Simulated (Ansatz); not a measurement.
Calculated with Ansatz (gas phase, PBE0-D4/def2-TZVP geometries, no zero-point term in ΔE). CCSD(T)/CBS is the MP2 limit (def2-TZVPP, def2-QZVPP) plus CCSD(T) − MP2 in def2-TZVPP, frozen cores. This one scheme is used for every species, atoms too. Open shells (•) are unrestricted, without spin–orbit coupling. Spin–orbit coupling would lower the free atoms: a little for C; clearly for Br; strongly for In. Elements past krypton have def2 core potentials. For Br, In outer-core shells are correlated without core-valence functions, so the limit isn't a true one: a few kJ/mol of doubt a bond, and 10 to 20 or more in all where bonds break to atoms. Scalar relativity is left out up to krypton.

`[CH3][InH][Br]` → Br• + C• + 4 H• + In•  (atomization)

`[CH3][InH][Br]`:

Cartesian coordinates in Å:
```
C -0.791 0.052 0.731
In 0.522 -0.115 -0.941
Br 2.904 0.238 -0.272
H -1.830 -0.110 0.450
H -0.495 -0.683 1.482
H -0.678 1.046 1.165
H 0.368 -0.427 -2.615
```

```json
{"level": "CCSD/def2-SVP", "ΔE (kJ/mol)": "1933.4"}
{"level": "SCS-MP2/def2-TZVPP", "ΔE (kJ/mol)": "2021.5"}
```

Q: What does CCSD(T)/CBS give? (Estimate.)

A: The calculation gave: +2078.5 kJ/mol. The listed levels differ from it by -145.1, -57.0 kJ/mol.

Largest T1 diagnostic among the species: 0.015.

From PBE to PBE0 (25 % exact exchange), in def2-TZVPP and without D4, ΔE moves by −9.2 kJ/mol: exact exchange takes away binding that semilocal exchange gives to molecules. Leaving LDA and LC-ωPBE aside and taking each functional with its dispersion term where it has one, the values, not all of them listed here, spread over 58.4 kJ/mol, from BHLYP-D4 to ωB97X-V. LDA lies +266.9 kJ/mol from PBE without D4, its usual overbinding.

For atomizations the MP2-based limit and the directly extrapolated one differ by several kJ/mol either way, and by 10 to 25 for some Ge, Se and Sn compounds, so smaller differences from it don't rank the levels.
